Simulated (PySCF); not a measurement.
Ca⁺ (calcium, charge +1): r2SCANh calculation

Configuration: [Ar] 4p1, 2P determinant (an excited configuration). All numbers are calculated (PySCF 2.14, no relativity, point nucleus, in dyall-av2z).

| Property | Result |
| --- | --- |
| Total energy | -677.202 hartree |
| One-electron energy | -921.014 hartree |
| Hartree (Coulomb) energy | 279.646 hartree |
| Exchange-correlation energy | -35.834 hartree |
| Kinetic energy | 676.58725 hartree |
| ⟨S²⟩ | 0.7500 |
| ⟨L²⟩ | 2.000 |
| Sum of ⟨r⟩ | 17.11 bohr |
| Sum of ⟨r²⟩ | 36.87 bohr² |
| Traceless quadrupole moment −½Σ⟨3z² − r²⟩ along its main axis | -8.54 e·bohr² |
| Density at the nucleus (Gaussians lack the cusp) | 5240 bohr⁻³ |
| Spin density at the nucleus | 0.0903 bohr⁻³ |
| Langevin diamagnetic susceptibility | -29.2 ×10⁻⁶ cm³/mol |

| shell | electrons | mean orbital energy (eV) | spread (eV) | rms radius, mean of both spins (bohr) |
| --- | --- | --- | --- | --- |
| 1s α | 1 | -3965.6 | 0 | 0.0897 |
| 1s β | 1 | -3965.6 | 0 | 0.0897 |
| 2s α | 1 | -429.33 | 0 | 0.398 |
| 2s β | 1 | -429.31 | 0 | 0.398 |
| 2p α | 3 | -350.05 | 0.022 | 0.365 |
| 2p β | 3 | -350.01 | 0.087 | 0.365 |
| 3s α | 1 | -57.709 | 0 | 1.25 |
| 3s β | 1 | -57.639 | 0 | 1.25 |
| 3p α | 3 | -37.669 | 0.181 | 1.37 |
| 3p β | 3 | -37.604 | 0.277 | 1.37 |
| 4p α | 1 | -7.160 | 0 | 4.62 |
